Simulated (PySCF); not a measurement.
H₂AsO + F₂ → AsF(OH) + HF

Level: PBE0 in the def2-TZVP basis family, all electrons, no relativity, computed in PySCF with density fitting; open shells unrestricted.

| species | state and structure | E (Eh) | ZPE (kJ/mol) | H(298 K) − H(0) (kJ/mol) | S° (J/(mol K)) |
| --- | --- | --- | --- | --- | --- |
| H₂AsO | doublet, Cs, As–H 1.526 Å (×2), As–O 1.669 Å; H–As–H 100.0°, H–As–O 107.5° (×2) | -2311.90897 | 44.6 | 11.0 | 260.9 |
| F₂ | singlet, D∞h, F–F 1.376 Å | -199.40856 | 6.6 | 8.7 | 201.9 |
| AsF(OH) | doublet, C1, As–F 1.751 Å, As–O 1.764 Å, O–H 0.964 Å; As–O–H 112.4°, F–As–O 97.7° | -2411.19108 | 39.3 | 13.5 | 293.9 |
| HF | singlet, C∞v, H–F 0.920 Å | -100.39188 | 24.9 | 8.7 | 173.6 |

**Question.** What is the electronic reaction energy?

**Answer.** At PBE0/def2-TZVP, ΔE = -696.9 kJ/mol from the differences of the total energies times 2625.5, downhill. 

**Question.** Add zero-point, thermal and entropy terms for 298.15 K and 1 bar.

**Answer.** ΔZPE = 13.0 and Δ[H(298) − H(0)] = 2.5 kJ/mol give ΔH° = -681.4 kJ/mol. ΔS° = 4.7 J/(mol K), so ΔG° = -681.4 − 298.15 × (0.0047) = -683 kJ/mol.

Each species is the lowest minimum found with this bonding; other isomers or fragments can lie lower.
